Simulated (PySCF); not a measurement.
## Dipole response of Sn²⁺ (tin, charge +2)

[Kr] 4d10 5s2, closed-shell 1S. Computed with PySCF 2.14 in aug-cc-pV5Z-PP with ECP28MDF (8s8p6d4f3g2h, 139 functions), with scalar relativity through the core potential. Coupled (time-dependent) response in atomic units; α is the mean over directions.

```csv
method,mean α (bohr³),C₆ (like pair),S(−4)
UHF,17.79,100.0,134.9
PBE,14.64,80.10,84.60
PBE0,15.36,84.46,95.12
```

S(−4) is the Cauchy moment in α(ω) = α(0) + S(−4) ω² + …

α(iu) at PBE0:

| u (hartree) | α(iu) (bohr³) |
| --- | --- |
| 0 | 15.36 |
| 0.0500 | 15.13 |
| 0.100 | 14.47 |
| 0.200 | 12.41 |
| 0.300 | 10.18 |
| 0.500 | 6.859 |
| 0.750 | 4.625 |
| 1.00 | 3.437 |
| 1.50 | 2.230 |
| 2.00 | 1.610 |
| 3.00 | 0.9660 |
| 5.00 | 0.4530 |

A single London oscillator, α(iu) = α/(1 + u²/ω²), gives C₆ = (3/4) ω α². Matching the computed C₆ needs ω = 4 × 84.46 / (3 × 15.36²) = 0.477 hartree.

For an ion, C₆ is the dispersion term alone; charge-induced terms of lower order in 1/R come first.

Energies and moments cover only the electrons outside the core potential.
